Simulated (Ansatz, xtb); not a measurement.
## Relative energy of two structures of CHSi3

We compare X, a doublet given by its coordinates, with Y, a doublet given by its coordinates. Both are isolated molecules in the gas phase, relaxed with r2SCAN-D4/def2-SVP.

X (Å):

```yaml
atoms:
  - { symbol: C, position_ang: [-1.8612, -0.0445, 1.8277] }
  - { symbol: Si, position_ang: [-0.4493, 0.4063, 2.9562] }
  - { symbol: Si, position_ang: [-0.4326, -0.8275, 0.9508] }
  - { symbol: Si, position_ang: [-2.5756, -0.9344, 0.1780] }
  - { symbol: H, position_ang: [-2.8585, 0.3170, 2.1383] }
```

Close contacts (Å): C1–Si2 1.86, C1–Si3 1.85, C1–Si4 2.01, Si2–Si3 2.35, Si3–Si4 2.28, C1–H5 1.11.

Y (Å):

```yaml
atoms:
  - { symbol: C, position_ang: [-0.7281, 0.4539, 0.5332] }
  - { symbol: Si, position_ang: [-1.1239, 0.7075, -1.2741] }
  - { symbol: Si, position_ang: [0.7259, -0.2034, -0.4120] }
  - { symbol: Si, position_ang: [-0.5577, 0.3102, 2.2638] }
  - { symbol: H, position_ang: [1.8419, -0.7643, 0.4220] }
```

Close contacts (Å): C1–Si2 1.87, C1–Si3 1.85, C1–Si4 1.74, Si2–Si3 2.23, Si3–H5 1.50.

**Question.** Estimate E(Y) − E(X) at the level CCSD(T)/def2-SVP.

**Answer.** Calculated at CCSD(T)/def2-SVP: E(Y) − E(X) = +7.4 kcal/mol, so structure X lies lower.

The same difference at several levels:

```
             level            geometry  E(Y) − E(X) (kcal/mol)  departure from the last row (kcal/mol)  job, with rough time for the two
r2SCAN-D4/def2-SVP  r2SCAN-D4/def2-SVP                      +9.6                                    +2.2             optimisation, 3.9 min
       HF/def2-SVP  r2SCAN-D4/def2-SVP                      −0.6                                    −8.0           part of the CCSD(T) run
      MP2/def2-SVP  r2SCAN-D4/def2-SVP                      +9.1                                    +1.7           part of the CCSD(T) run
  CCSD(T)/def2-SVP  r2SCAN-D4/def2-SVP                      +7.4                                                        single point, 19 s
```

HF/def2-SVP puts the two in the other order. The largest departure from CCSD(T)/def2-SVP is that of HF/def2-SVP, 8.0 kcal/mol. Levels run at GFN2-xTB geometries aren't shown. MP2 in a larger basis moves the difference by +1.8 kcal/mol, a step that isn't added because spin contamination makes open-shell MP2 unreliable in this search.

With harmonic frequencies from r2SCAN-D4/def2-SVP (ideal gas, rigid rotor, one conformer each, 298.15 K, 1 atm): the zero-point term adds −1.3 kcal/mol; ΔH is +6.2 and ΔG +5.6 kcal/mol.

Open shells are spin-unrestricted, with notable spin contamination under HF/def2-SVP, MP2/def2-SVP, CCSD(T)/def2-SVP. The correlated steps freeze 16 core orbitals. Run with Ansatz 0.2.0; the last row on 1 thread of Arm Neoverse V1 on a shared host.
